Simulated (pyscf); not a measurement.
Structures and frequencies: ωB97X-D3(BJ)/def2-SVP in PySCF. MP2 and CC: frozen core, UHF for open shells. ΔMP2 is the change of the MP2 total energy from the triple- to the quadruple-zeta basis.

**Question.** H₂C=CH–CH₂–SiH₃ (SMILES C=CC[SiH3]) → C₃H₈Si (SMILES C1C[SiH2]C1)
Surface: singlet. Broken: H–Si. Formed: C–H, C–Si. Give ΔE‡ and ΔE from CCSD(T)/def2-TZVPP + ΔMP2(QZVPP), relative to the reactant's lowest minimum found.

**Answer.** ΔE‡ = 80.6 kcal/mol, ΔE = -4.3 kcal/mol. Zero-point energy shifts the barrier by -1.1 kcal/mol. It is a rearrangement, with an imaginary mode of 1205i cm⁻¹. At the saddle there is also a short C–Si contact that neither side keeps. H₂C=CH–CH₂–SiH₃ lies 8.7 kcal/mol over its isomer H₂C=CH–SiH₂–CH₃ (electronic energy, ωB97M-D3(BJ)/def2-TZVP). One saddle was located; it need not be the lowest between these sides. The CCSD(T) − MP2 part came from Ansatz, without density fitting, on the same reference.
